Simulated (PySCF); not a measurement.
silacyclobutane (C₃H₈Si), singlet, at a GFN2-xTB geometry; PBE0/STO-3G run with PySCF.

Input for PySCF:
```python
from pyscf import gto, scf, dft

mol = gto.Mole()
mol.atom = '''
    C     0.940169    0.398054    0.937563
    C     0.999303   -0.746269   -0.095919
    Si   -0.778820   -0.361444   -0.683195
    C    -0.384486    1.070573    0.520355
    H     1.797585    1.068609    0.885947
    H     0.880944    0.008491    1.953051
    H     1.768052   -0.579485   -0.848033
    H     1.188862   -1.722218    0.345160
    H    -1.810680   -1.298942   -0.236303
    H    -0.962719   -0.022653   -2.094919
    H    -0.221265    2.032382    0.037914
    H    -1.067220    1.239897    1.349911
'''
mol.basis = 'sto-3g'
mol.charge = 0
mol.spin = 0
mol.verbose = 4
mol.build()

mf = dft.RKS(mol)
mf.xc = 'pbe0'
mf.kernel()
```

The log (banner, timings and long lists left out):

```
PySCF version 2.14.0

[INPUT] verbose = 4
[INPUT] num. atoms = 12
[INPUT] num. electrons = 40
[INPUT] charge = 0
[INPUT] spin (= nelec alpha-beta = 2S) = 0
[INPUT] symmetry False subgroup None
[INPUT] Mole.unit = angstrom
[INPUT] Symbol           X                Y                Z      unit          X                Y                Z       unit  Magmom
[INPUT]  1 C      0.940169000000   0.398054000000   0.937563000000 AA    1.776661920806   0.752213042788   1.771737294526 Bohr   0.0
[INPUT]  2 C      0.999303000000  -0.746269000000  -0.095919000000 AA    1.888408985456  -1.410244025253  -0.181260640142 Bohr   0.0
[INPUT]  3 Si    -0.778820000000  -0.361444000000  -0.683195000000 AA   -1.471756500334  -0.683030169367  -1.291051439672 Bohr   0.0
[INPUT]  4 C     -0.384486000000   1.070573000000   0.520355000000 AA   -0.726573238730   2.023089766354   0.983328437548 Bohr   0.0
[INPUT]  5 H      1.797585000000   1.068609000000   0.885947000000 AA    3.396943335626   2.019378344245   1.674197190880 Bohr   0.0
[INPUT]  6 H      0.880944000000   0.008491000000   1.953051000000 AA    1.664742891079   0.016045664524   3.690731497308 Bohr   0.0
[INPUT]  7 H      1.768052000000  -0.579485000000  -0.848033000000 AA    3.341134053990  -1.095067943294  -1.602550114593 Bohr   0.0
[INPUT]  8 H      1.188862000000  -1.722218000000   0.345160000000 AA    2.246623579903  -3.254520346796   0.652257869155 Bohr   0.0
[INPUT]  9 H     -1.810680000000  -1.298942000000  -0.236303000000 AA   -3.421689299227  -2.454644631695  -0.446547952413 Bohr   0.0
[INPUT] 10 H     -0.962719000000  -0.022653000000  -2.094919000000 AA   -1.819275244915  -0.042807965900  -3.958823163148 Bohr   0.0
[INPUT] 11 H     -0.221265000000   2.032382000000   0.037914000000 AA   -0.418130250952   3.840645360496   0.071647076287 Bohr   0.0
[INPUT] 12 H     -1.067220000000   1.239897000000   1.349911000000 AA   -2.016753514658   2.343065752670   2.550962082538 Bohr   0.0

nuclear repulsion = 167.706755394756
number of shells = 22
number of NR pGTOs = 96
number of NR cGTOs = 32
basis = sto-3g
ecp = {}

******** <class 'pyscf.dft.rks.RKS'> ********
method = RKS
initial guess = minao
damping factor = 0
level_shift factor = 0
DIIS = <class 'pyscf.scf.diis.CDIIS'>
diis_start_cycle = 1
diis_space = 8
diis_damp = 0
SCF conv_tol = 1e-09
SCF conv_tol_grad = None
SCF max_cycles = 50
direct_scf = True
direct_scf_tol = 1e-13
XC library pyscf.dft.libxc version 7.1.2
    S. Lehtola, C. Steigemann, M. J. T. Oliveira, and M. A. L. Marques,  SoftwareX 7, 1–5 (2018)
XC functionals = pbe0
    C. Adamo and V. Barone,  J. Chem. Phys. 110, 6158 (1999)
    M. Ernzerhof and G. E. Scuseria,  J. Chem. Phys. 110, 5029 (1999)
radial grids:
    Treutler-Ahlrichs [JCP 102, 346 (1995); DOI:10.1063/1.469408] (M4) radial grids

becke partition: Becke, JCP 88, 2547 (1988); DOI:10.1063/1.454033
pruning grids: <function nwchem_prune>
grids dens level: 3
symmetrized grids: False
atomic radii adjust function: <function treutler_atomic_radii_adjust>
small_rho_cutoff = 0
Set gradient conv threshold to 3.16228e-05
Initial guess from minao.
tot grids = 140000
init E= -403.666731585448
  HOMO = -0.293284662012035  LUMO = 0.139041441807303  gap/eV = 11.76419
cycle= 1 E= -403.58142067933  delta_E= 0.0853  |g|= 0.279  |ddm|= 4.04
  HOMO = -0.188215648393842  LUMO = 0.262458410248707  gap/eV = 12.26347
cycle= 2 E= -403.583011854619  delta_E= -0.00159  |g|= 0.273  |ddm|= 0.805
  HOMO = -0.222432735779804  LUMO = 0.246383956090939  gap/eV = 12.75715
cycle= 3 E= -403.607575543267  delta_E= -0.0246  |g|= 0.0128  |ddm|= 0.407
  HOMO = -0.221192523794191  LUMO = 0.247331584332201  gap/eV = 12.74919
cycle= 4 E= -403.607619583575  delta_E= -4.4e-05  |g|= 0.00604  |ddm|= 0.0251
  HOMO = -0.221502018777261  LUMO = 0.247050379364786  gap/eV = 12.74996
cycle= 5 E= -403.607630562547  delta_E= -1.1e-05  |g|= 0.000492  |ddm|= 0.0082
  HOMO = -0.221595285948006  LUMO = 0.247004655453893  gap/eV = 12.75125
cycle= 6 E= -403.60763066333  delta_E= -1.01e-07  |g|= 8.96e-05  |ddm|= 0.00101
  HOMO = -0.221570940229493  LUMO = 0.247038760251005  gap/eV = 12.75152
cycle= 7 E= -403.607630666463  delta_E= -3.13e-09  |g|= 5.47e-06  |ddm|= 0.000164
  HOMO = -0.221570965831249  LUMO = 0.247036467265082  gap/eV = 12.75146
cycle= 8 E= -403.607630666477  delta_E= -1.46e-11  |g|= 3.4e-07  |ddm|= 1.17e-05
  HOMO = -0.221570916420265  LUMO = 0.247036492786241  gap/eV = 12.75146
Extra cycle  E= -403.607630666477  delta_E= 6.82e-13  |g|= 1.33e-07  |ddm|= 1e-06
converged SCF energy = -403.607630666477
```
